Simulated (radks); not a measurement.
Values are calculated unless marked as measured or tabulated.
All-electron atom: B III in [He] 2s1. Code: a radial shooting solver on a logarithmic mesh with Libxc functionals. Model: scalar-relativistic Kohn-Sham, PBE, spin-polarised, spherical densities, finite nucleus; open shells are filled with parallel spins first; Fermi nuclear charge, rms radius 2.406 fm.

Normalised radial functions P(r) = r R(r), r in bohr:

r,2s up
0.01501,0.0771
0.01665,0.0848
0.01833,0.0926
0.02034,0.1017
0.02239,0.1107
0.02484,0.1213
0.02757,0.1327
0.03035,0.1440
0.03367,0.1571
0.03706,0.1699
0.04113,0.1846
0.04527,0.1989
0.05023,0.2150
0.05529,0.2304
0.06135,0.2477
0.06808,0.2652
0.07494,0.2814
0.08315,0.2987
0.09153,0.3142
0.1016,0.3300
0.1118,0.3433
0.124,0.3556
0.1365,0.3645
0.1515,0.3707
0.1681,0.3726
0.1851,0.3696
0.2053,0.3605
0.226,0.3457
0.2508,0.3219
0.2761,0.2921
0.3063,0.2505
0.3372,0.2032
0.3741,0.1419
0.4151,0.0705
0.457,-0.0041
0.5071,-0.0933
0.5582,-0.1818
0.6193,-0.2824
0.6817,-0.3769
0.7564,-0.4780
0.8327,-0.5671
0.9239,-0.6560
1.025,-0.7322
1.128,-0.7860
1.252,-0.8219
1.378,-0.8310
1.529,-0.8136
1.684,-0.7729
1.868,-0.7055
2.056,-0.6268
2.282,-0.5304
2.532,-0.4302
2.787,-0.3404
3.092,-0.2517
3.404,-0.1812
3.777,-0.1195
4.157,-0.0765
4.613,-0.0440
5.078,-0.0245
5.634,-0.0119

2s up: eigenvalue -32.666 eV, 1 radial node at r = 0.455 bohr, <r> = 1.62 bohr, 90 % of the charge inside 2.50 bohr.
